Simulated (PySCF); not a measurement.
# Telling isomers of C₆H₁₂N₂Si apart by NMR

PySCF 2.14 calculation with geometry: GFN2-xTB and GIAO PBE0/pcSseg-1 shieldings; no relativistic terms, fast rotation and ring inversion assumed for equivalent nuclei, no solvent, one conformer.

δ = σ(ref) − σ, references computed at the same level: ¹H (σref 31.72), ¹³C (σref 186.93) vs TMS. Where no couplings were computed, multiplicities follow the n + 1 count of equivalent neighbours, and m marks all less simple cases (inequivalent or close neighbours, rings, F or P nearby). Shifts are as computed. Against solution values, carbons near 30 ppm lie about +3 ppm off and those near 130 ppm about +5 ppm. Of 1211 compounds with measured shifts, 218 miss one by over three times the rms of a fit or turn the order of signals round; such compounds aren't used in these exercises.

(1) Tabulate the signals of `C[Si](C)(C)n1cccn1`, `Cc1ccn([SiH](C)C)n1`, `Cc1cnn([SiH](C)C)c1` and their relative energies.

(2) What is the quickest way to tell Cc1ccn([SiH](C)C)n1 from Cc1cnn([SiH](C)C)c1?

(3) What is the quickest way to tell C[Si](C)(C)n1cccn1 from Cc1ccn([SiH](C)C)n1?

(4) What is the quickest way to tell C[Si](C)(C)n1cccn1 from Cc1cnn([SiH](C)C)c1?

Results:

(1) 
```json
{"SMILES": "C[Si](C)(C)n1cccn1", "carbon types": "3×CH 3×CH3", "δC": "145.7, 136.8, 112.6, 0.5", "δH": "7.80 (m, 1H), 7.58 (m, 1H), 6.58 (m, 1H), 0.42 (s, 9H)", "E rel. (kcal/mol)": "0.0"}
{"SMILES": "Cc1ccn([SiH](C)C)n1", "carbon types": "1×C 2×CH 3×CH3", "δC": "156.1, 139.0, 112.6, 16.2, -2.2", "δH": "7.46 (m, 1H), 6.39 (m, 1H), 5.37 (sept, 1H), 2.50 (s, 3H), 0.56 (d, 6H)", "E rel. (kcal/mol)": "5.9"}
{"SMILES": "Cc1cnn([SiH](C)C)c1", "carbon types": "1×C 2×CH 3×CH3", "δC": "149.0, 137.3, 121.9, 11.1, -0.7", "δH": "7.78 (m, 1H), 7.36 (m, 1H), 5.27 (sept, 1H), 2.29 (s, 3H), 0.45 (d, 6H)", "E rel. (kcal/mol)": "6.7"}
```

Energies are electronic energies at PBE0/pcSseg-1 on these geometries, without zero-point or thermal terms, each for the one conformer computed, which needn't be the lowest.

(2) Both give the same number of carbon signals, with the same numbers of each carbon type, so the positions decide. The first has a substituted aromatic carbon next to a ring nitrogen (C) at 156.1 ppm, the second a substituted aromatic carbon (C) at 121.9 ppm. Their most deshielded carbons lie at 156.1 and 149.0 ppm.

(3) Count the carbon signals: 4 against 5. The first has an aromatic CH next to a ring nitrogen at 145.7 ppm, the second a substituted aromatic carbon next to a ring nitrogen (C) at 156.1 ppm.

(4) Count the carbon signals: 4 against 5. The first has an aromatic CH at 112.6 ppm, the second a substituted aromatic carbon (C) at 121.9 ppm. Their most deshielded carbons lie at 145.7 and 149.0 ppm.
